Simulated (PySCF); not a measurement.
# Unknown compound

The spectra below were simulated for a compound C$_{4}$H$_{8}$ClFSi.

¹H NMR (500 MHz, computed): δ 5.47 (m, 2H), 4.31 (s, 3H), 2.30 (s, 3H).

¹³C{¹H} NMR (computed): δ 147.7 (C), 136.0 (C), 88.8 (CH2), 28.8 (CH3).

PySCF calculation with structure optimised with GFN2-xTB and GIAO PBE0/pcSseg-1 shieldings; fast rotation and ring inversion assumed for equivalent nuclei, relativity neglected, isolated molecule, single conformer.

Chemical shifts δ = σref − σ; ¹H (σref 31.72), ¹³C (σref 186.93) against TMS, all at this level.

Problem. Which candidate is it?
A. C/C(Cl)=C(\[SiH3])CF
B. C=C(C)[Si@](C)(F)Cl
C. C[Si@](F)(Cl)C1CC1
D. C=C(C)[SiH2][C@H](F)Cl

Solution. A. 

Rings plus π bonds: 1 (no ring in the answer). 4 carbon signals for 4 carbons: no two carbons are equivalent. Carbon types of the structure: 2 × C, 1 × CH2, 1 × CH3, leaving 3 H on heteroatoms. δC 147.7, 136.0: fully substituted alkene carbon; as expected for a trigonal carbon in a double bond. δC 88.8: allylic sp3 CH2 bonded to F; pulled downfield by the heteroatom. δC 28.8: allylic methyl carbon; a saturated carbon with 1 carbon neighbour and no heteroatom attached. δH 5.47: hydrogen on an allylic sp3 CH2 bonded to F; its carbon carries F, an electronegative neighbour. δH 2.30: hydrogen on an allylic methyl carbon; allylic position.

The others: C=C(C)[SiH2][C@H](F)Cl would give 6 signals for carbon-bound and other non-exchanging H, not 3; C=C(C)[Si@](C)(F)Cl would give 4 signals for carbon-bound and other non-exchanging H, not 3; C[Si@](F)(Cl)C1CC1 would give 6 signals for carbon-bound and other non-exchanging H, not 3.

Carbons that carry Cl, above all several Cl atoms, come out too deshielded, partly because spin–orbit coupling is missing. Splittings by ¹⁹F in the carbon and heteronuclear signals aren't shown, as no couplings were computed. Shifts are as computed. Against solution values, carbons near 30 ppm lie about +3 ppm off and those near 130 ppm about +5 ppm; carbons on Cl a further +6 ppm. Of 1309 compounds with measured shifts, 239 miss one by over three times the rms of a fit or turn the order of signals round; such compounds aren't used in these exercises. No couplings were computed; multiplicities are counted from neighbouring protons, with m where these are inequivalent, close in shift, in a saturated or five-membered ring or joined by F or P, and br s for small geminal =CH2 splittings.
